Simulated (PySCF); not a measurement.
**How methods differ on the excitation energy of Ga**

Ga [Ar] 3d10 4s2 4p1 (2P) → Ga [Ar] 3d10 4s2 5s1 (2S), as a difference of total energies. All numbers are calculated (PySCF 2.14, a scalar-relativistic core potential, in aug-cc-pVTZ-PP with ECP10MDF (6s5p4d2f, 55 functions)). Correlated levels: valence: 3s2 3p6 3d10 frozen. The calculations carry no spin-orbit coupling.

| method | excitation energy (eV) | error (eV) |
| --- | --- | --- |
| UHF | 2.843 | -0.162 |
| MP2 (valence) | 2.923 | -0.082 |
| SCS-MP2 (valence) | 2.924 | -0.081 |
| CCSD (valence) | 2.958 | -0.047 |
| CCSD(T) (valence) | 2.966 | -0.039 |
| CCSDT (valence) | 2.967 | -0.038 |

Reference: 3.005 eV (measured; NIST levels, between the centres of gravity of the two terms).

Errors of the correlated levels include the incompleteness of this basis and the frozen core.
